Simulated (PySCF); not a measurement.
Si3H10N2

Si3H10N2 is a small molecule, neutral, singlet. The structure, one conformer, was relaxed in the gas phase by PBE0-D3(BJ)/def2-SVP. No frequency run checks that it is a minimum.

SMILES: [SiH3]N[SiH2]N[SiH3]

```xyz
15

Si   -0.081   -0.437    0.609
N    -1.385    0.391   -0.187
Si   -2.880   -0.236   -0.821
N     1.442   -0.154   -0.179
Si    2.924    0.496    0.463
H    -0.484   -1.875    0.593
H     0.131    0.027    2.013
H    -1.272    1.400   -0.257
H    -2.796   -1.725   -0.789
H    -4.077    0.198   -0.032
H    -3.098    0.220   -2.231
H     1.476   -0.435   -1.156
H     3.431    1.619   -0.389
H     4.021   -0.520    0.542
H     2.637    1.005    1.835
```
Atom numbers follow the order of the file, from 1.

Shieldings: GIAO PBE0/pcSseg-1. Shifts are against computed references at the same level: H TMS (σ 31.27 ppm), Si TMS (σ 352.0 ppm). Core levels by delta-SCF with SCAN, pcX-2 on the ionised atom and pcseg-1 elsewhere, spin-free X2C (2p3/2 is the spin-free 2p value less a third of a first-order spin-orbit splitting); from the vacuum level, for chosen atoms.

(1) Give the NMR and core-level values of the distinct atoms.

(2) By CAM-B3LYP/def2-SVPD (TDDFT singlets, Tamm-Dancoff triplets, ionisation by delta-SCF), where does absorption start, and what does vertical ionisation take?

Answers

(1) 
```
      atoms   bonded to  σ (ppm)  δ (ppm)  core level (eV)
        Si1   2 N + 2 H    378.3    -26.3     2p3/2 107.05
      N2 N4  2 Si + 1 H    238.3        -        1s 404.17
    Si3 Si5   1 N + 3 H    405.1    -53.1     2p3/2 107.03
      H6 H7        1 Si    26.44     4.83                -
     H8 H12         1 N    31.44    -0.17                -
 H9 H10 H11        1 Si    26.56     4.71                -
H13 H14 H15        1 Si    26.56     4.71                -
```

Values are those of this one static structure, with the three H of a rotating XH3 group averaged; atoms that internal rotation interchanges would show their mean in an NMR spectrum.

(2) The lowest singlet lies at 6.37 eV (f 0.014), the strongest of the first 6 at 7.60 eV (f 0.038), the lowest triplet at 6.06 eV; vertical ionisation takes 9.37 eV.

The 3 runs behind this took 2.2 min in all, one thread each of Arm Neoverse V1 on a shared host, launched as `OMP_NUM_THREADS=1 python cluster_run.py task.json out`.
